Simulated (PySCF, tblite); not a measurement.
Isomers of C3H5NS2Si, one GFN2-xTB conformer each. Single-point energies are computed at PBE0/pcSseg-1 (PySCF, gas phase, no added dispersion term), electronic only.

**Question.** Rank them by PBE0/pcSseg-1 energy, lowest first (kJ/mol).
A. `[N:1]#[C:2][SiH:3]1[S:4][CH2:5][CH2:6][S:7]1` with C2–Si3–S4–C5 -130°, Si3–S4–C5–C6 42°, S4–C5–C6–S7 -60°, C5–C6–S7–Si3 41°
B. `[CH2:1]=[CH:2][S:3][Si@@H:4]([SH:5])[C:6]#[N:7]` with C1–C2–S3–Si4 -164°, C2–S3–Si4–S5 -172°, S3–Si4–S5–H 0°

**Answer.** A (0.0), B (99.1).

As drawn, the higher has an S–H bond and a C=C bond outside aromatic rings, which the lower lacks. GFN2-xTB itself gives, in the same order: 0.0, 105.0. Both levels put the same isomer lowest.

**Question.** Which frontier levels, dipoles and rotational constants go with these structures?

**Answer.** 
```json
{"SMILES": "N#C[SiH]1SCCS1", "HOMO (eV, PBE0/pcSseg-1)": "-7.62", "LUMO (eV)": "-1.28", "dipole (D)": "4.51", "A, B, C (MHz)": "2154, 1279, 939.4"}
{"SMILES": "C=CS[Si@@H](S)C#N", "HOMO (eV, PBE0/pcSseg-1)": "-7.25", "LUMO (eV)": "-1.54", "dipole (D)": "3.21", "A, B, C (MHz)": "2088, 955.1, 692.2"}
```

**Question.** What happens when harmonic zero-point energies from GFN2-xTB frequencies are added?

**Answer.** 
```
           SMILES  ZPE (kJ/mol)  electronic (kJ/mol)  with ZPE (kJ/mol)
   N#C[SiH]1SCCS1         198.1                  0.0                0.0
C=CS[Si@@H](S)C#N         180.4                 99.1               81.4
```

The zero-point energies span 17.7 kJ/mol. The order is unchanged.
